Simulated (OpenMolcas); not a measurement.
# What dynamic correlation does to the levels of neutral rhodium

```yaml
Program: OpenMolcas
Basis: ANO-RCC-VTZP [7s6p4d2f1g]
Scalar_Hamiltonian: DKH2, point nucleus
Active_space: 9 electrons in 6 orbitals (4d 5s)
State_averaging: 2S+1 = 4 even, 20 roots; 2S+1 = 2 even, 49 roots
Spin-orbit_coupling: state interaction with AMFI integrals over the reference wave functions, term energies averaged over their components
```

Methods on the same reference wave functions:
A. CASSCF
B. SS-CASPT2, IPEA 0.25 Eh, imaginary shift 0.1 Eh (closed shells correlated: 4s 4p)
C. MS-CASPT2, IPEA 0.25 Eh, imaginary shift 0.1 Eh (closed shells correlated: 4s 4p)

Energies in cm⁻¹ above 4d⁸ 5s ⁴F_9/2, the measured ground level; measured values from NIST Handbook of Basic Atomic Spectroscopic Data.

```csv
Level,A,B,C,Measured
4d⁸ 5s ⁴F_9/2,0.0,0.0,0.0,0.0
4d⁸ 5s ⁴F_7/2,1556,1472,1472,1530
4d⁸ 5s ⁴F_5/2,2940,2850,3020,2598
4d⁸ 5s ²F_7/2,6127,4980,4980,5691
4d⁷ 5s² ⁴F_9/2,11597,10340,10340,
4d⁷ 5s² ⁴F_7/2,13501,12290,12290,
4d⁷ 5s² ⁴F_5/2 [65 %],14805,13760,13740,
4d⁸ 5s ⁴P_3/2 [71 %],15133,11280,10690,
4d⁸ 5s ⁴P_1/2,15539,11630,11630,
4d⁷ 5s² ⁴F_3/2,15897,14790,14770,
4d⁸ 5s ²P_3/2 [60 %],17232,12760,11990,
4d⁸ 5s ²P_1/2,17953,13370,13370,
4d⁸ 5s ²G_9/2,18649,15700,15690,
4d⁸ 5s ²G_7/2,18747,15790,15770,
```

Deviations, from unrounded energies. A percentage is the sum of absolute deviations over the sum of measured energies, with the sign that they share, or ± where signs differ.

```csv
Against measurement,Levels,A,B,C
mean absolute deviation (cm-1),3,270,340,400
fine structure of the ground term (%),2,+8.9,±7.5,±11.6
other terms of the ground configuration (%),1,+7.7,-12.5,-12.5
```

A lies closest to measurement on these levels and C furthest from it. The largest miss of A in the table is 4d⁸ 5s ²F_7/2, by +440 cm-1. The ranking rests on the paired levels alone, and a cruder setting can come out closer through cancelling errors.

Between B and C the level of the table that moves most is 4d⁸ 5s ²P_3/2 [60 %], by 770 cm-1 (lowest in C, highest in B). Moves below CASPT2's spread within the term are not significant.

The mean deviations of B to C differ by less than CASPT2's widest spread within a term (1400 cm-1), so their order carries little weight.

From A to B the spin-free energies of the other terms of 4d⁸ 5s shown, above ⁴F, scale by factors of 0.69 to 0.82.

The lowest spin-free term lies below A's lowest term by 0.586 hartree in B, 0.586 hartree in C.

CASPT2 does not keep the components of a term degenerate, so their means are used; among the terms shown or strongly mixed into the levels shown the widest spread is 1400 cm-1 (4d⁸ 5s ⁴F, C). Over all roots computed the reference weight is 0.82 to 0.89 in B, 0.82 to 0.89 in C; the roots of lowest weight are the least certain, and an intruder state may touch them. A single d shell beside an s shell can misplace configurations of different d count against each other. Without dynamic correlation excited terms often stand tens of per cent too high (terms of higher spin than the ground term too low), and those without a measured partner can miss by more than the paired ones (holds for A). The CASPT2 spread within a term exceeds the gap to the next term for 4d⁷ 5s² ⁴F and 4d⁸ 5s ²P, so the order of their levels is uncertain, and so are names and mixing where such terms share a J (holds for B; C). Computed and measured levels are paired by configuration, term and J; levels that our copy of the source lacks, or whose pairing is in doubt (as where it misses far off the trend of its configuration), stay unpaired and out of the deviations. Only configurations of the active space appear. The table leaves out levels that lie high or whose names do not pair safely across all columns.

A share in square brackets marks a mixed level and gives the weight of the term that names it, the lowest over the columns.
